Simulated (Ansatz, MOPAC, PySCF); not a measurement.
System: difluoro(dimethyl)germane, C2H6F2Ge, charge 0, multiplicity 1. SMILES: [CH3][Ge]([CH3])([F])[F]
Geometry: optimised at B3LYP-D3(BJ)/def2-TZVP (Ansatz, a quantum-chemistry and plane-wave program).

Property: vertical ionisation energy to the doublet, in eV. Conventions: each state is the SCF solution reached for its charge and spin; UHF or UKS for open shells; valence correlation only (noble-gas shells and the d and f shells of earlier blocks); non-relativistic; no dispersion term unless named; spin-orbit terms left out; 6-31G* and kin with 6d, 5d where marked; LANL2DZ with its own core potentials from Na on. First-principles rows: single points at B3LYP-D3(BJ) geometries (Ansatz). Semi-empirical rows: differences of heats of formation at the shared geometry for vertical values.

```tsv
level	program	vertical ionisation energy to the doublet (eV)
PM3	MOPAC	11.15
PM6	MOPAC	10.89
HF/6-31G*	Ansatz	10.87
PBE/6-31G* with LANL2DZ past Ar	Ansatz	10.50
B3LYP/STO-3G	Ansatz	7.26
B3LYP/3-21G	Ansatz	10.77
B3LYP/6-31G*	Ansatz	10.84
M06-2X/6-31G* with LANL2DZ past Ar (5d)	PySCF	11.48
MP2/6-31G* with LANL2DZ past Ar	Ansatz	11.33
PBE/def2-TZVPD	Ansatz	10.64
```

No value to compare with is used here. The 9 habitual levels span 7.26 (B3LYP/STO-3G) to 11.48 eV (M06-2X/6-31G* with LANL2DZ past Ar (5d)); PBE/def2-TZVPD gives 10.64.

The levels are drawn from those run, B3LYP/6-31G* more often than the rest, none by its result; left out are runs that failed, that the program found above a lower state of the same kind, or whose <S^2> lies over 0.5 above the pure value.
